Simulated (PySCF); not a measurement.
Predicted microwave data (PBE0/pcSseg-1 in PySCF (dipole) on a GFN2-xTB geometry, gas phase) for one isomer of C5H13NOSi2:

* Rotational constants: A = 1576, B = 657.2, C = 582.5 MHz
* Dipole components: |μa| = 0.66 D, |μb| = 0.37 D, |μc| = 0.99 D
* Inertial defect: -221.94 u·Å²
* κ: -0.85

Question: Which structure is it? (One computed conformer of each.)
A. `[CH3:1][C:2](=[O:3])[Si@:4]1([CH2:5][SiH3:6])[CH2:7][CH2:8][NH:9]1` with C1–C2–Si4–C5 -177°, C2–Si4–C5–Si6 -66°, C2–Si4–C7–C8 -115°, Si4–C7–C8–N9 10°, C7–C8–N9–Si4 -11°, C2–Si4–N9–C8 126°
B. `[CH2:1]=[CH:2][C:3](=[CH2:4])[Si@H:5]([OH:6])[SiH2:7][NH:8][CH3:9]` with C1–C2–C3–C4 41°, C2–C3–Si5–O6 47°, C3–Si5–O6–H 53°, C3–Si5–Si7–N8 78°, Si5–Si7–N8–C9 -177°
C. `[CH2:1]=[N:2][SiH2:3][SiH2:4][C:5]([CH3:6])([CH3:7])[CH:8]=[O:9]` with C1–N2–Si3–Si4 112°, N2–Si3–Si4–C5 -82°, Si3–Si4–C5–C6 180°, Si4–C5–C8–O9 -83°
D. `[CH2:1]=[CH:2]/[C:3]([CH3:4])=[N:5]/[C@H:6]([SiH3:7])[O:8][SiH3:9]` with C1–C2–C3–C4 7°, C3–N5–C6–Si7 93°, N5–C6–O8–Si9 -80°

Answer: B. It is C=CC(=C)[Si@H](O)[SiH2]NC, an asymmetric top, point group C1. The candidates at the same level (rigid rotor, commonest isotopes):

```json
{"SMILES": "C=CC(=C)[Si@H](O)[SiH2]NC", "A (MHz)": "1576", "B (MHz)": "657.2", "C (MHz)": "582.5", "μa (D)": "0.66", "μb (D)": "0.37", "μc (D)": "0.99", "Δ (u·Å²)": "-221.94", "point group": "C1", "rotor": "asymmetric top"}
{"SMILES": "C=C/C(C)=N/[C@H]([SiH3])O[SiH3]", "A (MHz)": "1389", "B (MHz)": "775.3", "C (MHz)": "563.2", "μa (D)": "0.29", "μb (D)": "0.71", "μc (D)": "0.51", "Δ (u·Å²)": "-118.37", "point group": "C1", "rotor": "asymmetric top"}
{"SMILES": "C=N[SiH2][SiH2]C(C)(C)C=O", "A (MHz)": "1775", "B (MHz)": "834.6", "C (MHz)": "695.4", "μa (D)": "1.67", "μb (D)": "0.13", "μc (D)": "0.10", "Δ (u·Å²)": "-163.57", "point group": "C1", "rotor": "asymmetric top"}
{"SMILES": "CC(=O)[Si@]1(C[SiH3])CCN1", "A (MHz)": "1352", "B (MHz)": "941.7", "C (MHz)": "646.9", "μa (D)": "2.22", "μb (D)": "1.77", "μc (D)": "0.30", "Δ (u·Å²)": "-129.34", "point group": "C1", "rotor": "asymmetric top"}
```

`C=C/C(C)=N/[C@H]([SiH3])O[SiH3]` has B 18 % too high; `CC(=O)[Si@]1(C[SiH3])CCN1` has B 43 % too high; `C=N[SiH2][SiH2]C(C)(C)C=O` has B 27 % too high. No structure here is proved a minimum.
